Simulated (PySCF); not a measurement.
HOP, SMILES O=P. Atoms are numbered in the order given.

```xyz
3

P     -0.1129    -0.4713     0.0000
O      0.0549     1.0072     0.0000
H      1.2546    -0.9885     0.0000
```

Geometry optimised at TPSSh-D3(BJ)/def2-TZVPD.

Two levels are set side by side: PBE/pcSseg-2 (PySCF) and PBE0/pcSseg-2 (PySCF). GIAO shifts against H2O (¹⁷O), PH3 (³¹P), TMS (¹H) at the same level; non-relativistic, no solvent, atoms listed together averaged. Differences are taken from unrounded values.

| quantity | PBE0 |
|---|---|
| δ(³¹P) of P1 (ppm) | 1027.1 |
| δ(¹⁷O) of O2 (ppm) | 1104.5 |
| δ(¹H) of H3 (ppm) | 13.06 |

**Question.** What does PBE give, and how far is it from PBE0? (Estimate from the structure and the level; the computed values follow.)

**Answer.** 
```csv
quantity,PBE,PBE minus PBE0
δ(³¹P) of P1 (ppm),1029.2,2.1
δ(¹⁷O) of O2 (ppm),1100.4,-4.1
δ(¹H) of H3 (ppm),13.57,0.51
```

Rough cost on one machine, each run with all the roots and properties that it gave: PBE0 against PBE within a factor of 2.
